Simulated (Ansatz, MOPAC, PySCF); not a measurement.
Pair of molecules: H2O (SMILES O) (first 3 atoms) with CH3F (SMILES CF); geometry from B3LYP-D3(BJ)/def2-TZVP, rigid monomers moved along the line of their centres of mass till H3···F5 is 2.80 Å.
(charge 0, multiplicity 1):
```xyz
8

O     -0.1214    -0.0633     0.5828
H      0.0078     0.6366    -0.0644
H     -0.4799     0.3723     1.3672
C      0.4821    -0.2457     4.6060
F     -0.4536     0.6933     4.1473
H     -0.0496    -0.9987     5.1866
H      0.9644    -0.6947     3.7393
H      1.2080     0.2761     5.2286
```

Counterpoise-corrected where a basis set is named; no monomer relaxation. Rows marked so take none.

Correlated levels freeze the cores. CBS(a, b) extrapolates the correlation energy as X⁻³ and adds the Hartree–Fock energy of set b. Rows in 3-21G, 6-31G* carry no dispersion term and start afresh at each structure (6-31G* with six Cartesian d functions). MP2/6-31G* freezes PySCF's default core. The state reached by PM3, PM6 isn't checked.

The values were computed with Ansatz (a program for electronic structure) with Gaussian orbitals; MOPAC for PM3, PM6 (differences of heats of formation); PySCF for 3-21G rows, 6-31G* rows, the dispersion terms. Each number belongs to the level named beside it.

```csv
level,interaction energy (kcal/mol)
PM3,-1.12
PM6,-1.02
PBE-D4/def2-TZVPPD,-2.17
BP86/6-31G* (no counterpoise),…
B3LYP/3-21G (no counterpoise),-3.10
MP2/6-31G* (no counterpoise),-3.11
CCSD/aug-cc-pVDZ,-2.00
CCSD(T)/aug-cc-pVDZ,-2.03
"MP2/CBS(aug-cc-pVDZ, aug-cc-pVTZ) + ΔCCSD(T)/aug-cc-pVDZ",-2.14
```

Task: What belongs in the gaps?

Result: 
- BP86/6-31G* (no counterpoise), interaction energy (kcal/mol): -2.53
